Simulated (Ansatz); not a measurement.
Relaxation of Ni₂O₂⁻ with UKS PBE0-D4/def2-SVPD.

```sh
$ ansatz run in.yaml --threads 4 --pin off --events-out ev --progress --plain --max-ram 3916MiB
```

```yaml
crystal:
  periodic: [false, false, false]
  atoms:
    - {symbol: Ni, position_ang: [-0.157250, -0.387340, 0.197030]}
    - {symbol: Ni, position_ang: [-0.013060, 1.466690, -0.950870]}
    - {symbol: O, position_ang: [-0.961300, -1.586090, 0.709770]}
    - {symbol: O, position_ang: [1.131610, 0.506750, 0.044070]}
basis:
  gaussian: {orbitals: def2-SVPD}
total_charge: -1
magnetization: {spin_polarized: true, initial_magnetization: 1}
hamiltonian: {xc: pbe0, dispersion: d4}
scf: {lower_state_search: "off"}
output: {orbitals: {seedname: orbitals}}
relax: {f_tol: 0.02, max_steps: 100}
```

Run time 33 s (4 threads of Arm Neoverse V2 on a shared host).

Positions (Å) and forces (eV/Å) at steps 1, 2, 3, 4, 5, 7 of 7:

```xyz
4
step=1 energy=-86149.2858 eV
Ni   -0.157   -0.387    0.197   -1.502   -0.950    0.111
Ni   -0.013    1.467   -0.951    0.023    1.781   -1.141
O    -0.961   -1.586    0.710   -3.248   -4.289    1.710
O     1.132    0.507    0.044    4.727    3.457   -0.679
4
step=2 energy=-86149.9553 eV
Ni   -0.166   -0.413    0.211   -0.774   -1.118    0.466
Ni    0.012    1.521   -0.978    0.143    0.998   -0.597
O    -0.999   -1.653    0.741   -1.627   -1.917    0.705
O     1.153    0.546    0.026    2.258    2.036   -0.574
4
step=3 energy=-86150.3398 eV
Ni   -0.169   -0.472    0.249    0.026   -0.570    0.378
Ni    0.057    1.608   -1.019    0.284    0.023    0.078
O    -1.054   -1.743    0.780   -0.311   -0.114   -0.029
O     1.166    0.607   -0.010    0.001    0.661   -0.427
4
step=4 energy=-86150.3658 eV
Ni   -0.124   -0.554    0.317    0.229    0.349   -0.150
Ni    0.117    1.663   -1.035   -0.745    0.638   -0.656
O    -1.098   -1.773    0.785   -0.376   -0.432    0.155
O     1.105    0.664   -0.067    0.891   -0.555    0.650
4
step=5 energy=-86150.4068 eV
Ni   -0.122   -0.536    0.306    0.086    0.001    0.027
Ni    0.083    1.646   -1.036   -0.128    0.058   -0.079
O    -1.106   -1.767    0.778   -0.056    0.013   -0.027
O     1.145    0.657   -0.049    0.099   -0.072    0.079
4
step=7 energy=-86150.4139 eV
Ni   -0.069   -0.542    0.327   -0.007   -0.011    0.005
Ni    0.031    1.598   -1.021    0.001    0.001    0.000
O    -1.137   -1.724    0.741   -0.001    0.001   -0.001
O     1.175    0.668   -0.046    0.007    0.009   -0.004
```

The charge -1 doublet is spin-contaminated (final ⟨S²⟩ up to 2.26, 0.75 for a pure state). The relaxation made no stability test and no search for a lower SCF solution. No other spin state of charge -1 was run. Another isomer (doublet) lies 0.09 eV lower at PBE-D4/def2-TZVPD; other spin states weren't run for this one.
